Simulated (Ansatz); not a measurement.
C₂H₅BrF₂Ge (SMILES C[CH2][Ge]([F])([F])[Br]), singlet, geometry from GFN2-xTB, with bond 9-1 at 1.8 times its length; Ansatz (an electronic-structure program) with SC-NEVPT2/STO-3G, CASSCF(2,4).

Here is a job for Ansatz.
Ansatz 0.2 input:
```yaml
crystal:
  periodic: [false, false, false]
  atoms:
    - {symbol: C, position_ang: [-2.86573418, -0.15500640, 0.02344482]}
    - {symbol: C, position_ang: [-1.93796897, 0.99111099, -0.33516458]}
    - {symbol: Ge, position_ang: [-0.01218676, 0.40808648, -0.46691669]}
    - {symbol: F, position_ang: [0.28836571, -0.43772743, -1.97956515]}
    - {symbol: F, position_ang: [1.07604503, 1.77654340, -0.66617980]}
    - {symbol: Br, position_ang: [0.86877612, -0.91451055, 1.17663465]}
    - {symbol: H, position_ang: [-2.60300455, -0.58912977, 0.98757269]}
    - {symbol: H, position_ang: [-2.82434490, -0.93986581, -0.72988381]}
    - {symbol: H, position_ang: [-4.70772678, 0.50537999, 0.12689149]}
    - {symbol: H, position_ang: [-1.97577213, 1.78440545, 0.41051187]}
    - {symbol: H, position_ang: [-2.18248037, 1.41584572, -1.30797142]}
basis:
  gaussian:
    orbitals: STO-3G
magnetization: {spin_polarized: false}
correlation: {method: sc_nevpt2, electrons: all, active_space: {window: {electrons: 2, orbitals: 4}}}
```

Task: Predict the main parts of the log of this Ansatz run.

Result: 
```
Functional definition: HF
721 factors; integrals over basis functions are off by at most 3.8e-5 eV
mean field evaluation 1: about -132516.9794 eV, gradient 3.1e1 eV
mean field evaluation 2: about -132517.1006 eV, gradient 3.1e1 eV
mean field evaluation 4: about -132522.2000 eV, gradient 2.9e0 eV
mean field evaluation 8: about -132522.2539 eV, gradient 2.1e-4 eV
mean field -132522.25389802 eV, -4870.1030039424 hartree, gradient 2.0e-6 eV, S^2 0.000000; 0 other end points of the search recorded, 0 dependent functions left out; unrestricted orbitals would lower it
reference -132522.25389802 eV, -4870.1030039424 hartree; 51, 51 occupied and 10, 10 virtual orbitals, 721 factors
state -132524.61407105 eV, -4870.1897387014 hartree
state -132524.61407105 eV, -4870.1897387014 hartree; corrected -132529.03186853 eV, -4870.3520897643 hartree
WARN: 2 active orbitals are nearly empty or full. The corrections depend on them more than the energy does, and are more stable in an active space without them
Total energy: -132529.03186853 eV, -4870.3520897643 hartree
```
